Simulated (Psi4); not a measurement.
Psi4 input (wB97X-D/6-311+G**):

```
memory 1500 MB

molecule {
-1 1
N     0.99986300    1.61956500    0.14729900
Si    1.54991700    0.06991900   -0.01885500
O     0.30202800   -1.07499900   -0.27472900
Si   -1.26002300   -0.60250700   -0.34317100
N    -1.78528200    0.53121700    0.85459500
H     1.00196200    2.19560500   -0.68713100
H     2.18353500   -0.46254500    1.23473800
H     2.52662200   -0.26678900   -1.12491600
H    -1.57048300   -0.03609500   -1.68434200
H    -2.10698900   -1.82504200   -0.17973800
H    -1.95387200    0.14190800    1.77325100
H    -1.05758100    1.25370300    0.92108900
symmetry c1
no_reorient
no_com
}

set {
  basis 6-311+G**
  reference rks
  scf_type df
  df_basis_scf def2-universal-jkfit
  dft_radial_points 99
  dft_spherical_points 590
  e_convergence 1e-8
  d_convergence 1e-7
  maxiter 150
}

e = energy('wb97x-d')
print_out(f'\nFINAL {e:.10f} DIPOLE {variable("CURRENT DIPOLE")[0]:.6f} {variable("CURRENT DIPOLE")[1]:.6f} {variable("CURRENT DIPOLE")[2]:.6f}\n')
```

Output:

```
   => Loading Basis Set <=

    Name: 6-311+G**
    Role: ORBITAL
    Keyword: BASIS
    atoms 1, 5 entry N          line   150 file 6-311pgss.gbs
    atoms 2, 4 entry SI         line   351 file 6-311pgss.gbs
    atoms 3    entry O          line   171 file 6-311pgss.gbs
    atoms 6-12 entry H          line    42 file 6-311pgss.gbs

   => WB97X-D: Empirical Dispersion <=

    Chai and Head-Gordon Dispersion Correction
    Chai, J.-D.; Head-Gordon, M. (2010), J. Chem. Phys., 132: 6615-6620

        s6 =       1.000000

         ---------------------------------------------------------
                                   SCF
               by Justin Turney, Rob Parrish, Andy Simmonett
                          and Daniel G. A. Smith
                              RKS Reference
         ---------------------------------------------------------

  ==> Geometry <==

    Molecular point group: c1
    Full point group: C1

    Geometry (in Angstrom), charge = -1, multiplicity = 1:

       Center              X                  Y                   Z               Mass
    ------------   -----------------  -----------------  -----------------  -----------------
         N            0.999863000000     1.619565000000     0.147299000000    14.003074004430
         SI           1.549917000000     0.069919000000    -0.018855000000    27.976926534650
         O            0.302028000000    -1.074999000000    -0.274729000000    15.994914619570
         SI          -1.260023000000    -0.602507000000    -0.343171000000    27.976926534650
         N           -1.785282000000     0.531217000000     0.854595000000    14.003074004430
         H            1.001962000000     2.195605000000    -0.687131000000     1.007825032230
         H            2.183535000000    -0.462545000000     1.234738000000     1.007825032230
         H            2.526622000000    -0.266789000000    -1.124916000000     1.007825032230
         H           -1.570483000000    -0.036095000000    -1.684342000000     1.007825032230
         H           -2.106989000000    -1.825042000000    -0.179738000000     1.007825032230
         H           -1.953872000000     0.141908000000     1.773251000000     1.007825032230
         H           -1.057581000000     1.253703000000     0.921089000000     1.007825032230

  Running in c1 symmetry.

  Rotational constants: A =      0.17434  B =      0.07662  C =      0.05921 [cm^-1]
  Rotational constants: A =   5226.68250  B =   2296.86581  C =   1775.10802 [MHz]
  Nuclear repulsion =  309.560783910963210

  Charge       = -1
  Multiplicity = 1
  Electrons    = 58
  Nalpha       = 29
  Nbeta        = 29

  ==> Algorithm <==

  SCF Algorithm Type is DF.
  DIIS enabled.
  MOM disabled.
  Fractional occupation disabled.
  Guess Type is SAD.
  Energy threshold   = 1.00e-08
  Density threshold  = 1.00e-07
  Integral threshold = 1.00e-12

  ==> Primary Basis <==

  Basis Set: 6-311+G**
    Blend: 6-311+G**
    Number of shells: 86
    Number of basis functions: 168
    Number of Cartesian functions: 173
    Spherical Harmonics?: true
    Max angular momentum: 2

  ==> DFT Potential <==

   => LibXC <=

    Version 7.1.2
    S. Lehtola, C. Steigemann, M. J. T. Oliveira, and M. A. L. Marques,  SoftwareX 7, 1–5 (2018) (10.1016/j.softx.2017.11.002)

   => Composite Functional: WB97X-D <=

    wB97X-D Hyb-GGA Exchange-Correlation Functional

    J.-D. Chai and M. Head-Gordon,  Phys. Chem. Chem. Phys. 10, 6615–6620 (2008) (10.1039/B810189B)

    Deriv               =              1
    GGA                 =           TRUE
    Meta                =          FALSE

    Exchange Hybrid     =           TRUE
    MP2 Hybrid          =          FALSE

   => Exchange-Correlation Functionals <=

    1.0000   wB97X-D range-separated functional

   => Exact (HF) Exchange <=

    0.7780            HF,LR [omega = 0.2000]
    0.2220               HF

   => LibXC Density Thresholds  <==

    XC_HYB_GGA_XC_WB97X_D:  1.00E-14

   => Molecular Quadrature <=

    Radial Scheme          =       TREUTLER
    Pruning Scheme         =           NONE
    Nuclear Scheme         =       TREUTLER

    Blocking Scheme        =         OCTREE
    BS radius alpha        =              1
    Pruning alpha          =              1
    Radial Points          =             99
    Spherical Points       =            590
    Total Points           =         662469
    Total Blocks           =           4658
    Max Points             =            256
    Max Functions          =            159
    Weights Tolerance      =       1.00E-15

   => Loading Basis Set <=

    Name: DEF2-UNIVERSAL-JKFIT
    Role: JKFIT
    Keyword: DF_BASIS_SCF
    atoms 1, 5 entry N          line   258 file def2-universal-jkfit.gbs
    atoms 2, 4 entry SI         line   737 file def2-universal-jkfit.gbs
    atoms 3    entry O          line   318 file def2-universal-jkfit.gbs
    atoms 6-12 entry H          line    18 file def2-universal-jkfit.gbs

  ==> Integral Setup <==

  SCF_SUBTYPE=INCORE selected. In-core MEM_DF algorithm will be used.
  Using in-core AOs.

  ==> MemDFJK: Density-Fitted J/K Matrices <==

    J tasked:                   Yes
    K tasked:                   Yes
    wK tasked:                  Yes
    Omega:                2.000E-01
    Algorithm:                 Core
    Schwarz Cutoff:           1E-12
    Mask sparsity (%):       4.9887
    Fitting Condition:        1E-10

   => Auxiliary Basis Set <=

  Basis Set: DEF2-UNIVERSAL-JKFIT
    Blend: DEF2-UNIVERSAL-JKFIT
    Number of shells: 193
    Number of basis functions: 613
    Number of Cartesian functions: 729
    Spherical Harmonics?: true
    Max angular momentum: 4

  Cached 25.0% of DFT collocation blocks in 0.547 [GiB].

  Minimum eigenvalue in the overlap matrix is 7.3784396333E-04.
  Reciprocal condition number of the overlap matrix is 7.5567891590E-05.
    Using symmetric orthogonalization.

  ==> Pre-Iterations <==

  SCF Guess: Superposition of Atomic Densities via on-the-fly atomic UHF (no occupation information).

   -------------------------
    Irrep   Nso     Nmo
   -------------------------
     A        168     168
   -------------------------
    Total     168     168
   -------------------------

  ==> Iterations <==

                           Total Energy        Delta E     RMS |[F,P]|

   @DF-RKS iter SAD:  -767.07954818534222   -7.67080e+02   0.00000e+00
   @DF-RKS iter   1:  -767.42948956099474   -3.49941e-01   7.61039e-03 ADIIS/DIIS
   @DF-RKS iter   2:  -766.77903865821213    6.50451e-01   9.65731e-03 ADIIS/DIIS
   @DF-RKS iter   3:  -768.05327307070706   -1.27423e+00   1.38955e-03 ADIIS/DIIS
   @DF-RKS iter   4:  -768.07317349884704   -1.99004e-02   7.58282e-04 ADIIS/DIIS
   @DF-RKS iter   5:  -768.07955446976905   -6.38097e-03   1.43412e-04 ADIIS/DIIS
   @DF-RKS iter   6:  -768.07979691797175   -2.42448e-04   6.59106e-05 DIIS
   @DF-RKS iter   7:  -768.07985614000620   -5.92220e-05   2.22651e-05 DIIS
   @DF-RKS iter   8:  -768.07986601478729   -9.87478e-06   3.39923e-06 DIIS
   @DF-RKS iter   9:  -768.07986689623976   -8.81452e-07   1.06941e-06 DIIS
   @DF-RKS iter  10:  -768.07986697883189   -8.25921e-08   3.78450e-07 DIIS
   @DF-RKS iter  11:  -768.07986698676984   -7.93796e-09   1.08205e-07 DIIS
   @DF-RKS iter  12:  -768.07986698758634   -8.16499e-10   2.55382e-08 DIIS
  Energy and wave function converged.

  ==> Post-Iterations <==

   Electrons on quadrature grid:
      Ntotal   =   58.0000008694 ; deviation = 8.694e-07

    Orbital Energies [Eh]
    ---------------------

    Doubly Occupied:

       1A    -66.118946     2A    -66.076959     3A    -19.061963
       4A    -14.251512     5A    -14.165720     6A     -5.249932
       7A     -5.207716     8A     -3.594883     9A     -3.594588
      10A     -3.593499    11A     -3.553721    12A     -3.552243
      13A     -3.550094    14A     -0.913858    15A     -0.791346
      16A     -0.677106    17A     -0.484327    18A     -0.423410
      19A     -0.412227    20A     -0.340927    21A     -0.326059
      22A     -0.316958    23A     -0.284594    24A     -0.266583
      25A     -0.253666    26A     -0.205594    27A     -0.201804
      28A     -0.137801    29A     -0.114580

    Virtual:

      30A      0.171894    31A      0.182992    32A      0.187918
      33A      0.193509    34A      0.204360    35A      0.214460
      36A      0.216522    37A      0.248678    38A      0.273271
      39A      0.288511    40A      0.295325    41A      0.308769
      42A      0.322801    43A      0.327030    44A      0.336555
      45A      0.346889    46A      0.354046    47A      0.360964
      48A      0.362963    49A      0.371762    50A      0.384401
      51A      0.389039    52A      0.402926    53A      0.423245
      54A      0.444764    55A      0.457722    56A      0.463883
      57A      0.476748    58A      0.478504    59A      0.492136
      60A      0.507688    61A      0.526018    62A      0.533506
      63A      0.568065    64A      0.571574    65A      0.598805
      66A      0.621572    67A      0.636278    68A      0.658300
      69A      0.673982    70A      0.695780    71A      0.742340
      72A      0.765042    73A      0.801209    74A      0.811578
      75A      0.854312    76A      0.902369    77A      0.909717
      78A      0.961314    79A      0.965455    80A      1.035978
      81A      1.061431    82A      1.070537    83A      1.074568
      84A      1.101538    85A      1.113371    86A      1.141097
      87A      1.160973    88A      1.177730    89A      1.191190
      90A      1.214579    91A      1.283278    92A      1.351694
      93A      1.362713    94A      1.384472    95A      1.416580
      96A      1.421651    97A      1.458460    98A      1.475048
      99A      1.484717   100A      1.521498   101A      1.537826
     102A      1.568240   103A      1.608263   104A      1.654382
     105A      1.683524   106A      1.725225   107A      1.734775
     108A      1.750462   109A      1.784267   110A      1.811855
     111A      1.846168   112A      1.872469   113A      1.895821
     114A      1.929571   115A      1.982056   116A      2.060225
     117A      2.095580   118A      2.178840   119A      2.204848
     120A      2.216923   121A      2.276105   122A      2.303340
     123A      2.367155   124A      2.375947   125A      2.480540
     126A      2.644449   127A      2.686236   128A      2.690138
     129A      2.730304   130A      2.792703   131A      2.841523
     132A      2.877705   133A      2.913322   134A      2.923653
     135A      2.949125   136A      2.965193   137A      3.015021
     138A      3.041096   139A      3.151732   140A      3.179865
     141A      3.206588   142A      3.226728   143A      3.323680
     144A      3.335283   145A      3.494045   146A      3.612349
     147A      4.161057   148A      4.260112   149A      4.340209
     150A      4.522520   151A      4.809001   152A      4.954732
     153A      5.320061   154A      5.355707   155A      5.436192
     156A      6.045614   157A      6.083420   158A     11.692540
     159A     11.719946   160A     11.735390   161A     11.771360
     162A     11.810965   163A     11.872856   164A     35.837265
     165A     35.847712   166A     50.226185   167A    141.557800
     168A    141.598864

    Final Occupation by Irrep:
              A
    DOCC [    29 ]
    NA   [    29 ]
    NB   [    29 ]

  @DF-RKS Final Energy:  -768.07986698758634

   => Energetics <=

    Nuclear Repulsion Energy =            309.5607839109632096
    One-Electron Energy =               -1687.1085791197253911
    Two-Electron Energy =                 657.3417168858633204
    DFT Exchange-Correlation Energy =     -47.8687027215088463
    Empirical Dispersion Energy =          -0.0050859431786037
    VV10 Nonlocal Energy =                  0.0000000000000000
    Total Energy =                       -768.0798669875863425

Computation Completed

Properties will be evaluated at   0.000000,   0.000000,   0.000000 [a0]

Properties computed using the SCF density matrix

 Multipole Moments:

 ------------------------------------------------------------------------------------
     Multipole            Electronic (a.u.)      Nuclear  (a.u.)        Total (a.u.)
 ------------------------------------------------------------------------------------

 L = 1.  Multiply by 2.5417464519 to convert [e a0] to [Debye]
 Dipole X            :         -0.9644387            0.0000019           -0.9644368
 Dipole Y            :         -0.8864590           -0.0000094           -0.8864685
 Dipole Z            :         -0.1029326            0.0000246           -0.1029080
 Magnitude           :                                                    1.3139843

 ------------------------------------------------------------------------------------

FINAL -768.0798669876 DIPOLE -0.964437 -0.886468 -0.102908

*** Psi4 exiting successfully. Buy a developer a beer!
```

The dipole moment of an ion depends on the origin.

The geometry given is a B3LYP-D3(BJ)/def2-TZVP minimum.
